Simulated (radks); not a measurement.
Numerical settings for neutral boron, [He] 2s2 2p1. Method: non-relativistic Kohn-Sham, PBE, spin-polarised, spherical densities, point nucleus; open shells are filled with parallel spins first; computed with a radial shooting solver on a logarithmic mesh with Libxc functionals. The defaults (mesh step 0.008 in ln r, mesh end at 40 bohr or more with all orbitals vanishing there, Anderson mixing 0.5 over 9 steps, residual threshold near 1e-9 with the energy settled to 1e-9 hartree or 1e-11 of itself, here a cap of 76 iterations) give E = -24.6054 hartree and 2p at -4.021 eV in 13 iterations. Run on one thread of a shared host, so times are rough (Arm Neoverse N1): 0.1 s of CPU time, 0.1 s wall, 13 iterations on 2496 mesh points. Changes against that run (0 stands for a change within the tolerance of the run):

| setting | iterations | converged | E (mhartree) | e(2p) (meV) | CPU (s) |
|---|---|---|---|---|---|
| mesh step in ln r 0.012 | 13 | yes | 0 | 0 | 0.07 |
| mesh step in ln r 0.03 | 13 | yes | 0 | 0 | 0.04 |
| mesh step in ln r 0.05 | 13 | yes | -0.000101 | 0 | 0.03 |
| mesh end (bohr) 2 | 13 | level above zero | +2.88e+03 | +3.74e+04 | 0.07 |
| mesh end (bohr) 12 | 13 | yes | +0.0113 | +2.08 | 0.09 |
| residual threshold 0.1 | 8 | yes | 0 | +0.151 | 0.07 |
| residual threshold 1e-13 | 76 | no | 0 | 0 | 0.41 |
| mixing 0.05 | 16 | yes | 0 | 0 | 0.12 |
| linear mixing, mixing 0.2 | 76 | no | 0 | 0 | 0.4 |
| linear mixing, mixing 0.5 | 30 | yes | 0 | 0 | 0.18 |
| mixing history 3 | 15 | yes | 0 | 0 | 0.1 |
| iteration cap 3 | 3 | no | +0.0248 | -22.4 | 0.03 |

Settled on a wrong energy, with an occupied level pushed above zero by the early mesh end: mesh end (bohr) 2 (+2.88 hartree). Apart from these: no run marked as converged misses the energy by more than 1 mhartree. A mesh that ends early acts as a hard wall.
